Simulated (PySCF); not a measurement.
Cost against size for one kind of job: PySCF 2.14.0, PBE0-D3(BJ)/def2-SVP geometry optimisation, gas phase; work: geometry optimisation from a GFN2-xTB start. Hardware: one thread of an Arm Neoverse V1, no GPU (shared host). Other jobs ran on the host; a repeat could differ by tens of per cent or more.

```csv
species (SMILES),atoms,electrons,basis functions,SCF cycles,gradient evaluations,wall time
C/C(F)=C\C#N,10,44,104,56,8,26 s
C/C(C#N)=C/F,10,44,104,75,10,35 s
C=C(C#N)CF,10,44,104,71,11,?
[H]/N=C\C#CCF,10,44,104,54,8,25 s
NCc1ccncc1,16,58,152,31,5,?
CNc1ccccn1,16,58,152,53,8,98 s
C[C@@H]1[NH2+]CCC[C@@H]1CF,24,72,201,25,4,94 s
```

**Question.** Estimate the withheld figures.

**Answer.** `C=C(C#N)CF`: 36 s; `NCc1ccncc1`: 66 s.

**Question.** With all rows, how does the wall time grow with the number of basis functions N?

**Answer.** A straight line through log(time) against log(N) has slope 2.0 between N = 104 and 201, and the rows scatter about it by a factor of about 1.3 (standard error of the fit). This is a fit to these rows, whose iteration counts differ, not the method's formal scaling.
